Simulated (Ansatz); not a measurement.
H$_{4}$AlFO$_{2}$Si (SMILES [OH][Al]([OH])[SiH2]F), singlet, geometry from GFN2-xTB (such geometries of metal compounds can be far from the true shape), atoms displaced at random by about 0.08 Å a coordinate; Ansatz (a quantum-chemistry and plane-wave program) with HF/STO-3G, gradient.

Input for Ansatz:
Ansatz 0.2 input:
```yaml
crystal:
  periodic: [false, false, false]
  atoms:
    - {symbol: Si, position_ang: [-1.52030768, 0.04535043, -0.01206379]}
    - {symbol: F, position_ang: [-1.64326752, -1.34821954, -0.75779137]}
    - {symbol: Al, position_ang: [0.97546419, 0.17521639, 0.16335823]}
    - {symbol: O, position_ang: [1.31269244, 1.64877758, 0.99860538]}
    - {symbol: O, position_ang: [2.01941499, -0.89148242, -0.31219956]}
    - {symbol: H, position_ang: [-2.21279258, 0.94039891, -1.16162007]}
    - {symbol: H, position_ang: [-2.38561127, -0.09346244, 1.02785445]}
    - {symbol: H, position_ang: [1.52650566, 2.47794247, 1.43270447]}
    - {symbol: H, position_ang: [2.36784109, -1.62272606, -0.61026275]}
basis:
  gaussian:
    orbitals: STO-3G
hamiltonian:
  xc: hf
output: {forces: true}
```

Output, abridged:

```
Functional definition: HF
458 factors; integrals over basis functions are off by at most 8.1e-5 eV
mean field evaluation 1: about -21019.9143 eV, gradient 3.5e1 eV
mean field evaluation 2: about -21019.9904 eV, gradient 3.5e1 eV
mean field evaluation 4: about -21024.5430 eV, gradient 1.5e0 eV
mean field evaluation 8: about -21024.5553 eV, gradient 3.3e-4 eV
mean field -21024.55526308 eV, -772.6381549627 hartree, gradient 2.3e-5 eV, S^2 0.000000; 0 other end points of the search recorded, 0 dependent functions left out
the calculation of the forces begins
reference -21024.55526308 eV, -772.6381549627 hartree; 28, 28 occupied and 9, 9 virtual orbitals, 458 factors
Total energy: -21024.55526308 eV, -772.6381549627 hartree
Atom 0 at    -1.520308     0.045350    -0.012064 Å, force     2.852954     3.102999    -4.402915 eV/Å
Atom 1 at    -1.643268    -1.348220    -0.757791 Å, force    -0.398620    -2.853798    -1.165316 eV/Å
Atom 2 at     0.975464     0.175216     0.163358 Å, force    -3.030060     5.226243     2.933907 eV/Å
Atom 3 at     1.312692     1.648778     0.998605 Å, force    -0.791067    -4.617721    -2.412180 eV/Å
Atom 4 at     2.019415    -0.891482    -0.312200 Å, force    -2.583261     7.828385     3.180088 eV/Å
Atom 5 at    -2.212793     0.940399    -1.161620 Å, force     1.610812    -1.332406     3.107505 eV/Å
Atom 6 at    -2.385611    -0.093462     1.027854 Å, force    -1.279318     0.407062     2.077098 eV/Å
Atom 7 at     1.526506     2.477942     1.432704 Å, force     0.381620    -0.051964    -0.162491 eV/Å
Atom 8 at     2.367841    -1.622726    -0.610263 Å, force     3.236939    -7.708800    -3.155696 eV/Å
Dipole moment:     0.513075     0.029317     0.128100 e Å
```
